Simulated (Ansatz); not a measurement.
`[SiH3][SiH2][GeH2][SiH3]` + HCl → `[SiH3][GeH2][SiH2]Cl` + SiH₄ at 400 K and 1 bar (cleavage of the Si–Si bond).

Program: Ansatz. Geometries: PBE0-D4/def2-TZVP. ΔE: electronic, gas phase. CCSD(T)/CBS adds triple-zeta CCSD(T) − MP2 to the extrapolated MP2 energy (def2 sets, frozen cores). This one scheme is used for every species. For Ge outer-core shells are correlated without core-valence functions, which leaves a few kJ/mol of doubt a bond. Scalar relativity is left out up to krypton. One conformer a species, not always the lowest.

```
                   species  CCSD(T)/CBS energy (Eh)  H − E (kJ/mol)  S (J/(mol·K))
`[SiH3][SiH2][GeH2][SiH3]`              -2949.35414           263.6          481.8
                       HCl               -460.38127            29.6          195.4
    `[SiH3][GeH2][SiH2]Cl`              -3118.30397           196.0          443.8
                      SiH₄               -291.46306            96.9          218.6
```

H − E and S are ideal-gas, rigid-rotor, harmonic terms from PBE0-D4/def2-TZVP, for one conformer and one mirror image of each species. 1 Eh = 2625.50 kJ/mol, R = 8.31446 J/(mol·K).

Q: By hand: ΔE, ΔH, ΔS and ΔG.

A: ΔE = (-3118.30397) + (-291.46306) − (-2949.35414) − (-460.38127) = -0.03162 Eh = -83.0 kJ/mol. Δ(H − E) = 196.0 + 96.9 − 263.6 − 29.6 = -0.3, so ΔH = -83.3 kJ/mol. ΔS = 443.8 + 218.6 − 481.8 − 195.4 = -14.8 J/(mol·K). ΔG = -83.3 − 400 × (-14.8)/1000 = -77.4 kJ/mol.

Q: By hand: the equilibrium constant, and the temperature at which ΔG would vanish if ΔH and ΔS stayed fixed.

A: log₁₀ K = −ΔG/(RT ln 10) = 10.1. ΔG = 0 at ΔH/ΔS = 5628 K, far beyond where these terms or the molecules hold.

The number of gas molecules stays the same, so ΔS is small and ΔH decides. A doubt of 5 kJ/mol in ΔE shifts log₁₀ K by 0.7 here. Other conformers and mirror images would add mixing entropy, several J/(mol·K) or more a flexible species. Modes under 60 cm⁻¹, often nearly free rotors, make the harmonic entropy too high. These are equilibria of isolated gas molecules and say nothing of rates. Largest T1 diagnostic: 0.013 (customary marks: 0.02 for closed shells, 0.045 for open ones).
